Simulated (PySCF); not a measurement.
# Nuclear quadrupole coupling in 3-sulfolene

Compound: 3-sulfolene, C4H6O2S.
Structure used (PBE0-D3(BJ)/def2-SVP), in Å, numbered top down from 1:
```xyz
13
C4H6O2S angstrom
O     -0.0415   -1.5186    1.6364
S      0.1461   -1.3206    0.2044
O      0.4621   -2.4385   -0.6755
C      1.3313    0.0455   -0.0204
C      0.4614    1.2557   -0.1032
C     -0.8455    1.0437   -0.3045
C     -1.2820   -0.3788   -0.4237
H      1.9040   -0.1577   -0.9390
H      2.0083    0.0284    0.8468
H      0.8866    2.2556    0.0120
H     -1.5731    1.8567   -0.3670
H     -2.1447   -0.6460    0.2048
H     -1.4657   -0.7048   -1.4596
```

Field gradients from the PBE0/pcSseg-1 density (PySCF, non-relativistic), principal values in atomic units, ordered |Vxx| ≤ |Vyy| ≤ |Vzz|:

```json
{"atom": "O1", "Vxx": "-0.6831", "Vyy": "-0.7840", "Vzz": "1.4670"}
{"atom": "S2", "Vxx": "0.0039", "Vyy": "0.0988", "Vzz": "-0.1026"}
{"atom": "O3", "Vxx": "-0.7232", "Vyy": "-0.7394", "Vzz": "1.4626"}
```

Question: Find the asymmetry η = (Vxx − Vyy)/Vzz and the couplings χ = eQV/h (234.96 MHz × Q in barn × V in au), with Q(17O) = −0.0256 b, Q(33S) = −0.0678 b.

Answer: 
```csv
atom,environment,nucleus,η,χzz (MHz),χxx (MHz),χyy (MHz)
O1,sulfonyl oxygen,17O,0.07,-8.82,4.11,4.72
S2,sulfonyl sulfur,33S,0.92,1.635,-0.061,-1.573
O3,sulfonyl oxygen,17O,0.01,-8.80,4.35,4.45
```

The gradient is axial or nearly so (η below 0.05) at O3. At S2 η is above 0.9: Vyy and Vzz are nearly equal in size and opposite in sign, so a small change could swap them and flip the sign of χzz. The tensor is traceless: Vxx + Vyy + Vzz = 0.

Question: What is Vzz at S2 in SI units (1 au = 9.71736 × 10²¹ V/m²)?

Answer: -0.1026 au = -0.997 × 10²¹ V/m².

Were the hydrogens deuterons (Q(2H) = 0.00286 b), χzz would run from 190 kHz (H13, H8 and H9) to 205 kHz (H10 and H11).

Geometry: PBE0-D3(BJ)/def2-SVP, one conformer, isolated molecule. The small basis limits the accuracy of the gradients.

These values come from a run that also computed NMR shieldings. The run took 16 s of wall time on Arm Neoverse V1, one thread, shared host.
